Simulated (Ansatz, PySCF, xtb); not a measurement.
Energy difference R1 → P1, each structure at its B3LYP-D3(BJ)/def2-TZVP stationary point, reached from a drawn start; harmonic modes at that level show minima.
R1, C2H4F2 (SMILES FCCF) (charge 0, multiplicity 1):
```xyz
8

F     -1.38144     0.89032    -0.64595
C     -0.73908    -0.14190     0.02943
C      0.75182     0.02737    -0.03620
F      1.16181     1.08957     0.76248
H     -1.02350    -1.08539    -0.44527
H     -1.08405    -0.13229     1.06553
H      1.24154    -0.87971     0.32956
H      1.07301     0.23213    -1.05967
```
P1, C2H4F2 (SMILES FCCF) (charge 0, multiplicity 1):
| atom | x (Å) | y (Å) | z (Å) |
|---|---|---|---|
| F | -1.3520 | 0.9584 | -0.6523 |
| C | -0.7511 | -0.0912 | 0.0384 |
| C | 0.7511 | 0.0912 | -0.0384 |
| F | 1.3520 | -0.9586 | 0.6520 |
| H | -1.0558 | -1.0301 | -0.4271 |
| H | -1.0962 | -0.0657 | 1.0734 |
| H | 1.0961 | 0.0660 | -1.0734 |
| H | 1.0558 | 1.0299 | 0.4274 |

P less R. No zero-point or thermal terms. One arrangement of each flexible species, with no search for the lowest.

Frozen-core correlation throughout. CBS: X⁻³ extrapolation of the correlation energy, Hartree–Fock from the larger set.

Codes used: Ansatz (a program for electronic structure) with Gaussian orbitals; PySCF for the D3/D4 terms; xtb for the GFN methods. No computed number here is a measurement.

The comparison value is 32.8 meV (CCSD(T)/CBS(cc-pVTZ, cc-pVQZ)). It is a level with limits of its own, not the exact answer.

Order these levels by how close they come to the comparison value for the reaction energy, closest first: GFN1-xTB, B3LYP-D4/def2-TZVPP, HF/cc-pVQZ. Give each level's value less the comparison value.

B3LYP-D4/def2-TZVPP (10.2 meV), HF/cc-pVQZ (-18.5 meV), GFN1-xTB (-59.7 meV)
